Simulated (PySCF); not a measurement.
# Exercise with solution: chemical shift, span and skew from a shielding tensor

C3H9B, SMILES CB(C)C. Atoms are numbered in the order given.

```xyz
13

B     -0.0233    -0.0057     0.0000
C      0.0132     1.5673     0.0000
H      0.4619     2.0136     0.9008
H     -1.0504     1.8807     0.0000
H      0.4619     2.0136    -0.9008
C     -0.0121    -0.7846     1.3675
H      1.0576    -0.9300     1.6193
H     -0.4622    -1.7881     1.3312
H     -0.4408    -0.2159     2.2075
C     -0.0121    -0.7846    -1.3675
H     -0.4622    -1.7881    -1.3312
H      1.0576    -0.9300    -1.6193
H     -0.4408    -0.2159    -2.2075
```
Charge 0, spin multiplicity 1.

Geometry: PBE0-D3(BJ)/def2-SVP. The isomer is the one that the SMILES or the coordinates give; other isomers of the formula were not compared.

GIAO shieldings from PBE/pcSseg-1 run with PySCF, non-relativistic, no solvent. The symmetric part of the tensor of C2 has the principal values 145.4, 163.0, 179.8 ppm. The same nucleus in TMS has σ = 182.0 ppm at this level (PySCF, at its B3LYP-D3(BJ)/def2-TZVP geometry).

Task: Work out the isotropic shielding, the ¹³C shift against TMS, the span and the skew.

Result: 
σ(iso) = (σ11 + σ22 + σ33)/3 = 162.7 ppm. δ = σ(ref) − σ(iso) = 182.0 − (162.7) = 19.3 ppm.
Span Ω = σ33 − σ11 = 34.4 ppm. Skew κ = 3(σ(iso) − σ22)/Ω = -0.02. Tumbling in solution averages the tensor to δ; in a static solid the shielding alone would spread this spin-1/2 line over Ω.
